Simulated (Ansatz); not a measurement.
CH7ClOSi2 can be A, `C[SiH](Cl)[SiH2]O`, or B, `C[Si](O)([SiH3])Cl`.

Calculated with Ansatz (gas phase, PBE0-D4/def2-TZVP geometries, no zero-point term in ΔE). CCSD(T)/CBS adds triple-zeta CCSD(T) − MP2 to the extrapolated MP2 energy (def2 sets, frozen cores). Functionals use def2-TZVPP. B3LYP here is the variant with VWN-RPA as its local correlation; programs differ in this. One conformer a species, not always the lowest.

Q: Which is lower in electronic energy at CCSD(T)/CBS, and by how much? (An estimate is asked.)

A: The calculation gave: B, by 5.6 kcal/mol.

Q: Give E(B) − E(A) in kcal/mol with CCSD/def2-TZVPP, B2PLYP, r2SCAN-D4, B3LYP, ωB97M-V, MP2/def2-TZVPP, CCSD(T)/def2-TZVPP. (Best estimate.)

A: Computed: CCSD/def2-TZVPP -5.8, B2PLYP -5.6, r2SCAN-D4 -5.8, B3LYP -5.3, ωB97M-V -5.8, MP2/def2-TZVPP -5.8, CCSD(T)/def2-TZVPP -5.9. None reverses the order clearly.

Largest T1 diagnostic: 0.011.
